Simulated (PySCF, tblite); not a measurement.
Isomers of C5H8ClNSi, one GFN2-xTB conformer each. Single-point energies are computed at PBE0/pcSseg-1 (PySCF, gas phase, no added dispersion term), electronic only.

```
                   SMILES  GFN2-xTB relative energy (kcal/mol)
[H]/N=C/C(=C\C=C)[SiH2]Cl                                  5.2
       C=CC[Si@H](Cl)CC#N                                  0.0
     C=C(C#N)[Si](C)(C)Cl                                  5.3
```

Conformers: `[H]/[N:6]=[CH:5]/[C:4](=[CH:3]\[CH:2]=[CH2:1])[SiH2:7][Cl:8]` with C1–C2–C3–C4 -179°, C3–C4–C5–N6 180°, C3–C4–Si7–Cl8 0°; `[CH2:1]=[CH:2][CH2:3][Si@H:4]([Cl:5])[CH2:6][C:7]#[N:8]` with C1–C2–C3–Si4 99°, C2–C3–Si4–Cl5 60°, C3–Si4–C6–C7 -57°; `[CH2:1]=[C:2]([C:3]#[N:4])[Si:5]([CH3:6])([CH3:7])[Cl:8]` with C1–C2–Si5–C6 117°.

Q: What does PBE0/pcSseg-1 give for the same structures?

A: 
```csv
SMILES,PBE0/pcSseg-1 E (Eh),PBE0/pcSseg-1 (kcal/mol),GFN2-xTB (kcal/mol),point group
C=C(C#N)[Si](C)(C)Cl,-999.20492,0.0,5.3,near Cs
C=CC[Si@H](Cl)CC#N,-999.18433,12.9,0.0,C1
[H]/N=C/C(=C\C=C)[SiH2]Cl,-999.15365,32.2,5.2,–
```

GFN2-xTB puts C=CC[Si@H](Cl)CC#N lowest instead; measured from each level's own lowest isomer, the values differ by up to 27.0 kcal/mol ([H]/N=C/C(=C\C=C)[SiH2]Cl: 5.2 against 32.2). As drawn, the lowest has a C≡N group, which the highest lacks; the highest has a C=N bond and an N–H bond, which the lowest lacks.

Q: Which frontier levels, dipoles and rotational constants go with these structures?

A: 
```json
{"SMILES": "C=C(C#N)[Si](C)(C)Cl", "HOMO (eV, PBE0/pcSseg-1)": "-8.35", "LUMO (eV)": "-1.76", "dipole (D)": "2.30", "A, B, C (MHz)": "1981, 1011, 857.6"}
{"SMILES": "C=CC[Si@H](Cl)CC#N", "HOMO (eV, PBE0/pcSseg-1)": "-7.62", "LUMO (eV)": "-0.27", "dipole (D)": "2.54", "A, B, C (MHz)": "1695, 1061, 763.5"}
{"SMILES": "[H]/N=C/C(=C\\C=C)[SiH2]Cl", "HOMO (eV, PBE0/pcSseg-1)": "-7.15", "LUMO (eV)": "-2.10", "dipole (D)": "4.01", "A, B, C (MHz)": "1602, 996.7, 618.9"}
```

Q: What happens when harmonic zero-point energies from GFN2-xTB frequencies are added?

A: 
| SMILES | ZPE (kcal/mol) | electronic (kcal/mol) | with ZPE (kcal/mol) |
| --- | --- | --- | --- |
| C=C(C#N)[Si](C)(C)Cl | 72.5 | 0.0 | 0.0 |
| C=CC[Si@H](Cl)CC#N | 72.0 | 12.9 | 12.3 |
| [H]/N=C/C(=C\C=C)[SiH2]Cl | 70.6 | 32.2 | 30.2 |

The zero-point energies span 1.9 kcal/mol. The order is unchanged.
